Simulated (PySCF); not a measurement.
Dipole moment and polarisability of `C[C@@H]1C[C@@H]1[SiH2][GeH3]`

C4H12GeSi.
Cartesian coordinates in Å at the PBE0-D3(BJ)/def2-SVP level; atoms count from 1:
```xyz
18
C4H12GeSi angstrom
C     -1.3433    0.0524   -1.2221
C     -1.5266   -0.5231    0.1575
C     -2.1170    0.2881    1.2654
C     -0.6587   -0.1097    1.3258
Si     0.7282    1.1428    1.2077
Ge     2.6099    0.2085    0.0832
H     -2.2646   -0.0534   -1.8162
H     -1.0972    1.1246   -1.1849
H     -0.5327   -0.4578   -1.7661
H     -1.8040   -1.5835    0.1598
H     -2.3535    1.3369    1.0569
H     -2.8083   -0.1936    1.9625
H     -0.4263   -0.9164    2.0318
H      1.1514    1.5552    2.5837
H      0.2873    2.3769    0.4833
H      2.2534   -0.1643   -1.3703
H      3.8001    1.1879    0.0429
H      3.0804   -1.0781    0.7927
```

Level: B3LYP/def2-SVPD (PySCF), static field, nuclei fixed, core orbitals frozen in the response. The polarisability tensor in these axes (au):

```
x   129.37   0.19  -3.95
y     0.19  97.07   5.11
z    -3.95   5.11 104.46
```

Q: What are the eigenvalues, a third of the trace, and Δα (Δα² = ½Σ(αi − αj)² over the three pairs)?

A: Principal values 94.35, 106.57 and 129.99 au; mean 110.30 au = 16.35 Å³ = 18.19 × 10⁻⁴⁰ C²·m²/J; Δα = 31.38 au (28 % of the mean).

Q: What is the dipole moment, and where does it point?

A: (-1.18, -0.46, 0.07) D, 1.27 D in size, pointing from the negative to the positive side. Measured along this direction, the outermost atoms are H17 at the negative end and H12 at the positive end.

Q: In TDDFT the mean static polarisability is Σ f/ω² over all singlet excitations (ω in hartree). How much of it do the 10 lowest give? Their energies (eV) and oscillator strengths: 6.67, 0.1212; 6.79, 0.0277; 7.04, 0.0182; 7.10, 0.0342; 7.14, 0.1158; 7.20, 0.1373; 7.37, 0.0087; 7.42, 0.0301; 7.56, 0.0131; 7.57, 0.0118.

A: They add up to 7.72 au, 7.0 % of the 110.30 au; the largest single term is 2.02 au, from the state at 6.67 eV. Terms in order: 2.02, 0.44, 0.27, 0.50, 1.68, 1.96, 0.12, 0.41, 0.17, 0.15 au. Higher excitations give the rest. The strengths listed sum to 0.518.

Q: What depolarisation ratio follows for Rayleigh scattering of linearly polarised light, taking the static tensor?

A: ρ = 3Δα²/(45ᾱ² + 4Δα²) = 2953.2/(547505 + 3937.6) = 0.00536.

Q: Refractivity n − 1 of an ideal gas of it at 273.15 K and 1 atm, from the electronic α?

A: N = p/kT = 2.6868 × 10¹⁹ cm⁻³, so n − 1 = 2π × N × 16.35 × 10⁻²⁴ cm³ = 2759 × 10⁻⁶ at long wavelengths.

Q: What are the principal values of the traceless quadrupole moment, Θ = ½Σq(3rr − r²1), about the centre of nuclear charge?

A: -2.33, -0.13, 2.45 D·Å. The values depend on the origin, since the dipole doesn't vanish. The electronic extent ⟨r²⟩ about the same centre is 1519 bohr², a root-mean-square distance of 2.28 Å for the 82 electrons.

Geometry: PBE0-D3(BJ)/def2-SVP, one conformer, isolated molecule. The calculation is non-relativistic, for germanium too.
